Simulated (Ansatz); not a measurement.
Si2H7ClO, singlet: a trajectory.

Input (in.yaml):

```yaml
crystal:
  periodic: [false, false, false]
  atoms:
    - {symbol: Si, position_ang: [-0.593740, -0.099498, -1.042213]}
    - {symbol: O, position_ang: [-0.655647, 1.442960, -0.400697]}
    - {symbol: H, position_ang: [-1.977292, -0.628449, -1.204405]}
    - {symbol: H, position_ang: [0.023285, -0.051301, -2.397657]}
    - {symbol: Si, position_ang: [0.658326, -1.437877, 0.412290]}
    - {symbol: H, position_ang: [0.147097, 1.880192, 1.149572]}
    - {symbol: Cl, position_ang: [0.783898, 2.015517, 2.277500]}
    - {symbol: H, position_ang: [-1.136740, 2.115253, -0.886790]}
    - {symbol: H, position_ang: [0.685958, -2.799835, -0.189569]}
    - {symbol: H, position_ang: [2.047459, -0.929103, 0.532660]}
    - {symbol: H, position_ang: [0.017493, -1.507859, 1.749309]}
basis:
  gaussian: {orbitals: def2-SVP}
hamiltonian: {xc: pbe0, dispersion: d4}
md: {n_steps: 30, timestep: 0.5, temperature: 300, ensemble: npt_langevin, seed: 724, pressure: 1.0, initial_velocities: maxwell_boltzmann}
```

Run by:

```bash
ansatz run in.yaml --threads 3 --pin off --events-out ev --progress --plain --max-ram 6092MiB
```

Output of Ansatz 0.2.0:

```
Error: invalid value for `basis.gaussian`: such a run doesn't read md.pressure; remove what it names
```

Time: 0.05 s of wall clock on 3 CPU threads of an Intel Xeon; the host was shared. Peak host memory: 0.64 GiB.


The program refused the input. A pressure has no meaning for a molecule without a cell.